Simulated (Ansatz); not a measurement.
`C[CH2][GeH3]` + F• → `[CH2][CH2][GeH3]`• + H–F at 400 K and 1 bar (hydrogen abstraction from a C–H bond).

Computed with Ansatz on PBE0-D4/def2-TZVP structures; ΔE is electronic, products minus reactants. CCSD(T)/CBS is the MP2 limit (def2-TZVPP, def2-QZVPP) plus CCSD(T) − MP2 in def2-TZVPP, frozen cores. This one scheme is used for every species, atoms too. Open shells (•) are unrestricted, without spin–orbit coupling. Spin–orbit coupling would lower the free atoms: a little for F. Bonds to Ge are less sure, by a few kJ/mol each and by 10 to 20 or more in all where they break to atoms, as the def2 sets lack core-valence functions. Scalar relativity is left out up to krypton.

| species | CCSD(T)/CBS energy (Eh) | H − E (kJ/mol) | S (J/(mol·K)) |
| --- | --- | --- | --- |
| `C[CH2][GeH3]` | -2157.02491 | 259.4 | 340.6 |
| F• | -99.66871 | 8.3 | 166.6 |
| `[CH2][CH2][GeH3]`• | -2156.35491 | 222.0 | 347.8 |
| H–F | -100.39570 | 36.5 | 182.2 |

H − E and S are ideal-gas, rigid-rotor, harmonic terms from PBE0-D4/def2-TZVP, with the whole ground term of open shells counted as degenerate. 1 Eh = 2625.50 kJ/mol, R = 8.31446 J/(mol·K).

Task: By hand: ΔE, ΔH, ΔS and ΔG.

Result: ΔE = (-2156.35491) + (-100.39570) − (-2157.02491) − (-99.66871) = -0.05699 Eh = -149.6 kJ/mol. Δ(H − E) = 222.0 + 36.5 − 259.4 − 8.3 = -9.2, so ΔH = -158.8 kJ/mol. ΔS = 347.8 + 182.2 − 340.6 − 166.6 = 22.8 J/(mol·K). ΔG = -158.8 − 400 × (22.8)/1000 = -167.9 kJ/mol.

Task: By hand: the equilibrium constant, and the temperature at which ΔG would vanish if ΔH and ΔS stayed fixed.

Result: log₁₀ K = −ΔG/(RT ln 10) = 21.9. ΔH and −TΔS have one sign here, so there is no such temperature.

ΔH outweighs TΔS. A doubt of 5 kJ/mol in ΔE shifts log₁₀ K by 0.7 here. These are equilibria of isolated gas molecules and say nothing of rates. Largest T1 diagnostic: 0.013 (customary marks: 0.02 for closed shells, 0.045 for open ones).
